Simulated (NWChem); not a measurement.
System: MgH$_{5}$SO$_{2}$Cl; SMILES [OH2]->[Mg](<-[OH2])([SH])[Cl]

NWChem input:

```
start job
memory heap 200 mb stack 900 mb global 1100 mb
geometry units angstroms noautoz
  Mg    -0.010354     0.019048    -0.000497
  Cl     0.116733     2.057875     1.007896
  S      1.105542    -2.066524    -0.352706
  H      0.667077    -2.190546    -1.625971
  O     -1.567919    -1.113668     0.829985
  H     -1.888917    -1.053121     1.738183
  H     -1.064450    -1.954214     0.733934
  O     -0.951879     0.972465    -1.593849
  H     -1.799677     0.783461    -2.011462
  H     -1.002808     1.861512    -1.195123
end
basis spherical
  * library 6-31g*
end
dft
  xc slater vwn_5
  iterations 150
end
tddft
  cis
  nroots 6
  notriplet
end
task tddft energy
```

Excerpt of the output:

```
             Northwest Computational Chemistry Package (NWChem) 7.3.0
             --------------------------------------------------------

 C1  symmetry detected

                             Geometry "geometry" -> ""
                             -------------------------

 Output coordinates in angstroms (scale by  1.889725989 to convert to a.u.)

  No.       Tag          Charge          X              Y              Z
 ---- ---------------- ---------- -------------- -------------- --------------
    1 Mg                  12.0000     0.02287571    -0.01588202     0.09443296
    2 Cl                  17.0000     0.82295586    -2.14867330     0.06449607
    3 S                   16.0000     0.57297155     2.27874407     0.48298323
    4 H                    1.0000    -0.62675544     2.56761191     1.03619864
    5 O                    8.0000    -0.52748207     0.58774245    -1.83727573
    6 H                    1.0000    -0.12823274     0.28091957    -2.66067657
    7 H                    1.0000    -0.23523838     1.51404611    -1.67671560
    8 O                    8.0000    -1.75649818    -0.79585079     0.84257811
    9 H                    1.0000    -2.65759397    -0.70062775     0.51418272
   10 H                    1.0000    -1.51264044    -1.73895784     0.78723140

 Effective nuclear repulsion energy (a.u.)     330.9843036367

                                 NWChem DFT Module
                                 -----------------

 Summary of "ao basis" -> "ao basis" (spherical)
 ------------------------------------------------------------------------------
       Tag                 Description            Shells   Functions and Types
 ---------------- ------------------------------  ------  ---------------------
 Mg                          6-31g*                  8       18   4s3p1d
 Cl                          6-31g*                  8       18   4s3p1d
 S                           6-31g*                  8       18   4s3p1d
 H                           6-31g*                  2        2   2s
 O                           6-31g*                  6       14   3s2p1d

            General Information
            -------------------
          SCF calculation type: DFT
          Wavefunction type:  closed shell.
          No. of atoms     :    10
          No. of electrons :    66
           Alpha electrons :    33
            Beta electrons :    33
          Charge           :     0
          Spin multiplicity:     1
          Use of symmetry is: off; symmetry adaption is: off
          Maximum number of iterations: 150
          AO basis - number of functions:    92
                     number of shells:    46
          Convergence on energy requested:  1.00D-06
          Convergence on density requested:  1.00D-05
          Convergence on gradient requested:  5.00D-04

              XC Information
              --------------
                        Slater Exchange Functional  1.000 local
                      VWN V Correlation Functional  1.000 local

             Grid Information
             ----------------
          Grid used for XC integration:  medium
          Radial quadrature: Mura-Knowles
          Angular quadrature: Lebedev.
          Tag              B.-S. Rad. Rad. Pts. Rad. Cut. Ang. Pts.
          ---              ---------- --------- --------- ---------
          Mg                  1.50       88           9.0       590
          Cl                  1.00       88          12.0       590
          S                   1.00       88          11.0       590
          H                   0.35       45          12.0       434
          O                   0.60       49          11.0       434
          Grid pruning is: on
          Number of quadrature shells:   587
          Spatial weights used:  Erf1

      Superposition of Atomic Density Guess
      -------------------------------------

 Sum of atomic energies:       -1208.50135012

      Non-variational initial energy
      ------------------------------

 Total energy =   -1209.516822
 1-e energy   =   -2331.836244
 2-e energy   =     791.335119
 HOMO         =      -0.325636
 LUMO         =      -0.018831

[...]

                                NWChem TDDFT Module
                                -------------------

            General Information
            -------------------
           No. of orbitals :     184
            Alpha orbitals :      92
             Beta orbitals :      92
        Alpha frozen cores :       0
         Beta frozen cores :       0
     Alpha frozen virtuals :       0
      Beta frozen virtuals :       0
         Spin multiplicity :       1
    Number of AO functions :      92
        Use of symmetry is : off
      Symmetry adaption is : off
         Schwarz screening :  0.10D-07

              XC Information
              --------------
                 Slater Exchange Functional   1.00 local
               VWN V Correlation Functional   1.00 local

             TDDFT Information
             -----------------
          Calculation type : Tamm-Dancoff TDDFT
         Wavefunction type : Restricted singlets
          No. of electrons :      66
           Alpha electrons :      33
            Beta electrons :      33
              No. of roots :       6
          Max subspacesize :    5200
            Max iterations :     100
               Target root :       1
           Target symmetry : none
      Symmetry restriction : off
                 Algorithm : Optimal
        Davidson threshold :  0.10D-03

    6 smallest eigenvalue differences (eV)
--------------------------------------------------------
  No. Spin  Occ  Vir  Irrep   E(Occ)    E(Vir)   E(Diff)
--------------------------------------------------------
    1    1   33   34 a        -0.202    -0.049     4.178
    2    1   32   34 a        -0.229    -0.049     4.899
    3    1   33   35 a        -0.202    -0.016     5.072
    4    1   31   34 a        -0.242    -0.049     5.270
    5    1   30   34 a        -0.247    -0.049     5.397
    6    1   33   36 a        -0.202     0.002     5.551
--------------------------------------------------------

  Entering Davidson iterations
  Restricted singlet excited states

  Iter   NTrls   NConv    DeltaV     DeltaE      Time
  ----  ------  ------  ---------  ---------  ---------
    1      6       0     0.10E+00   0.10+100        3.8
    2     12       0     0.51E-01   0.15E-01        3.8
    3     18       0     0.32E-01   0.28E-02        3.8
    4     24       0     0.67E-02   0.13E-02        4.4
    5     30       5     0.52E-02   0.24E-04        3.9
    6     31       5     0.56E-02   0.71E-05        3.3
    7     32       5     0.88E-02   0.19E-03        3.4
    8     33       5     0.90E-03   0.14E-03        3.3
    9     34       6     0.92E-04   0.11E-05        3.4
  ----  ------  ------  ---------  ---------  ---------
  Convergence criterion met

  Ground state a       -1207.111866398936 a.u.

  ----------------------------------------------------------------------------
  Root   1 singlet a              0.156815408 a.u.                4.2672 eV
  ----------------------------------------------------------------------------
     Transition Moments    X -0.20688   Y  0.07347   Z -0.51823
     Dipole Oscillator Strength                    0.0331150724
     Electric Quadrupole                           0.0000000379
     Magnetic Dipole                               0.0000003260
     Total Oscillator Strength                     0.0331154363

     Occ.   32  a   ---  Virt.   34  a       -0.06069
     Occ.   33  a   ---  Virt.   34  a        0.99162
     Occ.   33  a   ---  Virt.   35  a       -0.09800
  ----------------------------------------------------------------------------
  Root   2 singlet a              0.186196978 a.u.                5.0667 eV
  ----------------------------------------------------------------------------
     Transition Moments    X  0.25567   Y  0.49834   Z -0.11172
     Dipole Oscillator Strength                    0.0404907549
     Electric Quadrupole                           0.0000000734
     Magnetic Dipole                               0.0000003338
     Total Oscillator Strength                     0.0404911621

     Occ.   31  a   ---  Virt.   34  a       -0.09934
     Occ.   32  a   ---  Virt.   34  a       -0.79298
     Occ.   32  a   ---  Virt.   36  a        0.06031
     Occ.   33  a   ---  Virt.   35  a        0.58201
     Occ.   33  a   ---  Virt.   36  a       -0.12121
  ----------------------------------------------------------------------------
  Root   3 singlet a              0.192835995 a.u.                5.2473 eV
  ----------------------------------------------------------------------------
     Transition Moments    X -0.36484   Y -0.40446   Z -0.50230
     Dipole Oscillator Strength                    0.0705783103
     Electric Quadrupole                           0.0000002232
     Magnetic Dipole                               0.0000004005
     Total Oscillator Strength                     0.0705789340

     Occ.   32  a   ---  Virt.   34  a        0.51933
     Occ.   32  a   ---  Virt.   35  a       -0.05263
     Occ.   32  a   ---  Virt.   36  a       -0.06038
     Occ.   33  a   ---  Virt.   34  a        0.10196
     Occ.   33  a   ---  Virt.   35  a        0.77878
     Occ.   33  a   ---  Virt.   36  a        0.27305
     Occ.   33  a   ---  Virt.   37  a       -0.14388
  ----------------------------------------------------------------------------
  Root   4 singlet a              0.195868272 a.u.                5.3298 eV
  ----------------------------------------------------------------------------
     Transition Moments    X  0.07219   Y -0.13186   Z  0.40802
     Dipole Oscillator Strength                    0.0246899179
     Electric Quadrupole                           0.0000000509
     Magnetic Dipole                               0.0000002843
     Total Oscillator Strength                     0.0246902531

[...]
```

Level: LDA (Slater exchange, VWN5)/6-31G* (spherical d), TDA. Structure relaxed at the PBE0/def2-SVP level.
